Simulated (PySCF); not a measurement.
From computed data to an observable: entropy of an ideal gas

C2HCl3, SMILES ClC=C(Cl)Cl.

Geometry: B3LYP-D3(BJ)/def2-SVP.

B3LYP-D3(BJ)/def2-SVP (PySCF) gives the harmonic wavenumbers 171, 204, 276, 385, 465, 632, 794, 844, 927, 1246, 1653, 3228 cm⁻¹ and the rotational temperatures 0.1833, 0.0713, 0.0513 K. The molar mass is 131.38 g/mol, the symmetry number 1, the spin multiplicity 1.

**Question.** Work out the entropy at 298.15 K and 1 atm in the rigid-rotor, harmonic-oscillator model.

**Answer.** 
Translation (Sackur–Tetrode at 1 atm): S = R[1.5 ln M + 2.5 ln T − 1.16487] = 169.6 J/(mol K).
Rotation: q = (√π/σ) T^1.5/√(θA θB θC) = 352000, S = R[ln q + 3/2] = 118.7 J/(mol K).
Vibration: with u = 1.4388 ν/T, each mode gives R[u/(e^u − 1) − ln(1 − e^−u)]:
```
ν (cm⁻¹)  modes     u  S (J/(mol K))
--------  -----  ----  -------------
171           1  0.83          10.14
204           1  0.98           8.77
276           1  1.33           6.52
385           1  1.86           4.27
465           1  2.24           3.15
632           1  3.05           1.66
794           1  3.83           0.89
844           1  4.07           0.73
927           1  4.47           0.52
1246          1  6.01           0.14
1653          1  7.98           0.03
```
The stiffer modes add less than 0.005 each. Sum 36.8 J/(mol K).
Spin: R ln 1 = 0.0 J/(mol K).
Total 325.1 J/(mol K); the program's own thermochemistry gives 325.1. Translation makes up 52 % and vibration 11 %. Anharmonicity, hindered rotation and orbital degeneracy are left out.
